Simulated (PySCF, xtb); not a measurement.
SbBr3, SMILES [Br][Sb]([Br])[Br].

GFN2-xTB (xtb) at its own geometry gives an orbital gap of 3.87 eV and a dipole moment of 6.94 D.

Geometry: B3LYP-D3(BJ)/def2-SVP. The isomer is the one that the SMILES or the coordinates give; other isomers of the formula were not compared. The def2 effective core potentials stand for the cores of Sb; spin–orbit coupling is left out.

### Question
What does r2SCAN/def2-TZVP run with PySCF give? (Estimate from the structure and the level; the computed values follow.)

### Answer
gap 4.34 eV (levels -7.43 and -3.09 eV), dipole 2.32 D.
